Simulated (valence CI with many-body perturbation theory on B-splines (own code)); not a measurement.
Values are calculated unless marked as measured or tabulated.
## Tb26+: input, log and results

Method: valence CI with perturbative core correlation (CI+MBPT): three valence electrons over a frozen Dirac-Fock core [Kr], radial functions for each j: 9 s, 9 p, 10 d, 8 f, 5 g, 3 h, 1 i, with the one-electron correlation potential Σ1 (screened to all orders), the two-electron term Σ2, the three-electron term Σ3, Breit, model QED; selected single and double excitations, second order for the rest (own B-spline code, finite nucleus).

Command, and the settings that its task file holds:

```sh
python run_cv.py task.json out
```

```
atom Tb  Z=65  mass_number=159  rms_radius_fm=5.0600
core [Kr]
valence 4d3
avg = 1
basis = L
breit = 1
cap = 40000
capref = 1200
cscale = 1
de = 0.0
dress = 0
eps = 2e-08
h = 0.27
hh = 1
l2 = 3
lcore = 6
maxit = 60
n2 = 5
natural = 1
nlev = 60
nno = [6, 6, 7, 6, 4, 3, 1]
nroot = 26
nsp = [3, 3, 3, 2, 1, 0, 0]
pt2 = 1
qed = 1
rpa = 1
s1 = 1
s2 = 1
s3 = 1
screen = 1
tol = 2e-05
```

(1) Roughly how long does this run take on one core of Arm Neoverse V2, and how much memory?

Log. The first blocks belong to the next ion, which gives the ionisation energy. Fields: 2J, parity (1 odd), roots, reference size, generating configurations, candidates as configurations/state functions, variational space P, stored matrix elements, Davidson steps; e2 is the range of second-order energies in hartree. The first line gives the box (bohr), its intervals, the orbitals and the steps of their self-consistent field. Window is the range of levels sought, series limit the energy at which the first omitted orbital would enter, core excitation an estimate of the first excitation out of the core, left out the lowest levels not solved, and shifts from estimates the range by which levels moved from their first estimate, all in cm⁻¹.

```
rmax 5.5 intervals 59 orbitals 81 references ['4d3', '4d2 4f', '4d2 5s', '4d 4f2', '4d2 5p'] scf 4 t 1.7
2J=4 par=0 roots 2 ref 43 generators 3 cand 1141/1141 P 815/815 nnz 0 it 0
2J=4 par=0 roots 2 ref 43 generators 6 cand 369/369 P 981/981 nnz 0 it 0
   second order: generators 8 cand 203/203 e2 -0.00000 -0.00000
2J=0 par=0 roots 2 ref 14 generators 4 cand 347/347 P 327/327 nnz 0 it 0
2J=0 par=0 roots 2 ref 14 generators 6 cand 34/34 P 352/352 nnz 0 it 0
   second order: generators 6 cand 9/9 e2 -0.00000 -0.00000
2J=6 par=0 roots 2 ref 39 generators 2 cand 1144/1144 P 718/718 nnz 0 it 0
2J=6 par=0 roots 2 ref 39 generators 9 cand 465/465 P 887/887 nnz 0 it 0
   second order: generators 13 cand 296/296 e2 -0.00000 -0.00000
reference levels 697, estimated 19, window 270233 1/cm; series limit 4878136, core excitation 985645
2J=3 par=0 roots 5 ref 66 generators 8 cand 5080/12839 P 1916/5112 nnz 6.8e+06 it 4
2J=3 par=0 roots 5 ref 66 generators 10 cand 4089/10293 P 2506/6722 nnz 1e+07 it 5
   second order: generators 10 cand 3499/8683 e2 -0.00002 -0.00001
2J=5 par=0 roots 5 ref 80 generators 4 cand 4043/12175 P 1965/6164 nnz 1e+07 it 4
2J=5 par=0 roots 5 ref 80 generators 8 cand 4344/13489 P 2588/8191 nnz 1.6e+07 it 6
   second order: generators 10 cand 5152/16004 e2 -0.00002 -0.00001
2J=7 par=0 roots 3 ref 77 generators 2 cand 2412/7099 P 1828/5831 nnz 9.1e+06 it 4
2J=7 par=0 roots 3 ref 77 generators 6 cand 4445/14911 P 2375/7611 nnz 1.5e+07 it 5
   second order: generators 8 cand 5401/18544 e2 -0.00003 -0.00001
2J=9 par=0 roots 3 ref 66 generators 4 cand 3663/11910 P 1719/5358 nnz 7.9e+06 it 4
2J=9 par=0 roots 3 ref 66 generators 8 cand 4223/13807 P 2166/6852 nnz 1.2e+07 it 4
   second order: generators 9 cand 3776/12313 e2 -0.00001 -0.00001
2J=1 par=0 roots 2 ref 37 generators 4 cand 4025/6614 P 1576/2596 nnz 1.8e+06 it 4
2J=1 par=0 roots 2 ref 37 generators 6 cand 3582/5875 P 2121/3531 nnz 3e+06 it 4
   second order: generators 7 cand 3037/4940 e2 -0.00001 -0.00001
2J=11 par=0 roots 1 ref 44 generators 1 cand 1690/4533 P 1230/3514 nnz 3.9e+06 it 4
2J=11 par=0 roots 1 ref 44 generators 3 cand 4026/12288 P 1656/4836 nnz 6.5e+06 it 4
   second order: generators 6 cand 5103/16482 e2 -0.00002 -0.00002
left out: unestimated 1237780, estimated none, shifts from estimates -17 to 14
operators 3.5
```

The Davidson iterations converged.

The last digits are not significant, and no measured levels were compared; by estimate large intervals hold to a few tenths of a per cent, small ones and those within an open d or f shell to about a per cent. Only levels of the ground parity were solved; by the run's estimate the other parity begins above the list, which can be wrong where configurations are misplaced.

```yaml
Valence_energy: -105.2751 hartree
Ionisation_energy: "910.21 eV (NIST: 909 ± 4 eV (theoretical))"
Reference_configurations_for_the_orbitals: 4d3, 4d2 4f, 4d2 5s, 4d 4f2, 4d2 5p
Radial_orbitals: 81
Box_radius: 5.531 bohr
Largest_variational_space: 8191
Lowest_levels: (4d3/2^3) J=3/2 0.000, (4d3/2^2 4d5/2) J=5/2 [a] 6.264, (4d3/2^2 4d5/2) J=3/2 8.536, (4d3/2^2 4d5/2) J=7/2 8.954, (4d3/2^2 4d5/2) J=9/2 9.609, (4d3/2^2 4d5/2) J=1/2 9.894, (4d3/2^2 4d5/2) J=5/2 [b] 14.991, (4d3/2 4d5/2^2) J=7/2 [a] 15.689, (4d3/2 4d5/2^2) J=9/2 16.651, (4d3/2 4d5/2^2) J=3/2 [a] 18.179, (4d3/2 4d5/2^2) J=1/2 18.983, (4d3/2 4d5/2^2) J=11/2 19.721, (4d3/2 4d5/2^2) J=5/2 [a] 20.478, (4d3/2 4d5/2^2) J=5/2 [b] 21.616 eV
```

Levels are named by their leading jj configuration (3d3/2^4 stands for four electrons in 3d with j = 3/2), which in mixed levels can hold well under half, so a name can repeat and another be missing. Letters in brackets count levels of one name in rising energy.

Answers

(1) 61 s on 1 thread of Arm Neoverse V2, with other jobs on the host, peak memory 0.59 GiB.
